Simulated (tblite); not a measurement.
Compound: C₇H₃ClFO (doublet state).
Structure used (GFN2-xTB), in Å, numbered top down from 1:
```xyz
13
C7H3ClFO angstrom
O     -0.8516    2.4298    0.6260
C     -0.5574    1.3096    0.2455
C     -1.5986    0.3406   -0.0514
C     -1.4606   -1.0001   -0.2960
C     -0.3193   -1.6780    0.0301
C      0.9615   -1.4672    0.2702
C      1.5336   -0.1843   -0.0356
F      2.8656   -0.1894   -0.2148
C      0.8722    1.0019   -0.0587
Cl     1.8010    2.4237   -0.3430
H     -2.5797    0.7904   -0.1434
H     -2.3060   -1.5508   -0.6894
H      1.6351   -2.2258    0.6426
```

Calculated harmonic vibrations of the isolated species, GFN2-xTB (tblite), most abundant isotopes, no scaling. Against measured fundamentals such values can be off by several per cent, at times by over 20. One conformer, not necessarily the lowest. Open shells enter through the occupations alone, without spin polarisation, and single modes of such species can be off by tens of per cent.

Harmonic wavenumbers (cm⁻¹): 57.5, 115.4, 175.9, 206.3, 245.1, 256.4, 341.6, 385.1, 431.5, 496.0, 531.1, 568.7, 599.4, 652.5, 687.6, 774.9, 796.9, 873.7, 922.8, 991.5, 1034.0, 1127.6, 1153.8, 1215.1, 1247.7, 1343.0, 1448.3, 1513.0, 1642.2, 1707.8, 3036.0, 3056.4, 3062.7.

A = 1591, B = 1222, C = 714.8 MHz; mass 156.986 u (most abundant isotopes); point group C1, symmetry number 1; spin multiplicity 2.

Question: Zero-point energy?

Answer: Half the sum of the wavenumbers: 16349 cm⁻¹ = 46.74 kcal/mol.

Question: What is S at 298.15 K and 1 bar for an ideal gas of classical rigid rotors and harmonic oscillators?

Answer: Translation 41.09, rotation 29.83, vibration 22.73, spin (R ln 2) 1.38: S = 95.0 cal/(mol K).

Question: And Cp and H(298.15 K) − H(0)?

Answer: Cp = 34.25 cal/(mol K), of which vibrations give 26.30 (their classical limit is 33 R = 65.6); H(298.15 K) − H(0) = 6.19 kcal/mol without the zero-point energy, 3.82 from vibrations.

Question: How do the functions run with temperature in this model?

Answer: 
```csv
T (K),S (cal/(mol K)),Cp (cal/(mol K)),H − H(0) (kcal/mol),G − H(0) (kcal/mol),ln q(vib)
50,59.8,11.1,0.45,-2.53,0.26
100,69.0,16.1,1.13,-5.76,0.99
373.15,103.3,39.8,8.97,-29.59,6.62
500,116.1,47.2,14.51,-43.52,9.35
750,137.1,56.4,27.58,-75.27,14.43
1000,154.1,61.7,42.40,-111.75,19.01
```

q(vib) and H(0) count from the zero-point level.

Question: Blend soft modes into free rotors: weight 1/[1 + (100 cm⁻¹/ν̃)⁴] for the oscillator and the rest for a rotor with moment μB/(μ + B), μ = h/(8π²ν), B = 10⁻⁴⁴ kg m². What vibrational entropy results?

Answer: 21.56 cal/(mol K) in place of 22.73, which changes −T·S at 298.15 K by +0.35 kcal/mol.

Hindered rotation and anharmonicity are outside this model. Other conformers, if any are populated, would add a mixing term that is left out. The structure is chiral; the term R ln 2 for an equal mix with its mirror image is left out.
